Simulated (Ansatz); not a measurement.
Reaction (ligand exchange at the Si–N bond): `F[SiH](F)N[SiH](Cl)Cl` + HI → `Cl[SiH](Cl)I` + `N[SiH](F)F`

Isolated molecules relaxed with PBE0-D4/def2-TZVP in Ansatz; ΔE leaves out vibrations. CCSD(T)/CBS adds triple-zeta CCSD(T) − MP2 to the extrapolated MP2 energy (def2 sets, frozen cores). This one scheme is used for every species. Functionals use def2-TZVPP. B3LYP here is the variant with VWN-RPA as its local correlation; programs differ in this. Elements past krypton have def2 core potentials. For I outer-core shells are correlated without core-valence functions, which leaves a few kJ/mol of doubt a bond. Each species was taken in one conformer, which may not be the lowest.

**Question.** Is it downhill or uphill in electronic energy at CCSD(T)/CBS, and by how much? (Estimate.)

**Answer.** Ansatz gave: Downhill: ΔE = -0.12 eV.

**Question.** What do these levels give: r2SCAN-D4, PBE0-D4, B3LYP-D4, ωB97X-V, PBE, PBE0, B3LYP, HF/def2-TZVPP, CCSD/def2-TZVPP, SCS-MP2/def2-QZVPP, HF/CBS(def2), CCSD/CBS(def2)? (An estimate is asked.)

**Answer.** The calculation gave: r2SCAN-D4 -0.10, PBE0-D4 -0.15, B3LYP-D4 -0.06, ωB97X-V -0.07, PBE -0.22, PBE0 -0.19, B3LYP -0.12, HF/def2-TZVPP -0.03, CCSD/def2-TZVPP 0.00, SCS-MP2/def2-QZVPP -0.12, HF/CBS(def2) -0.03, CCSD/CBS(def2) -0.11 eV.

Largest T1 diagnostic among the species: 0.011.

From PBE to PBE0 (25 % exact exchange), in def2-TZVPP and without D4, ΔE moves by +0.03 eV. The D4 term adds +0.06 eV with B3LYP and +0.04 eV with PBE0; it sums over pairs of atoms, weighted by their polarisabilities, and B3LYP, whose exchange is more repulsive, gets the larger term.
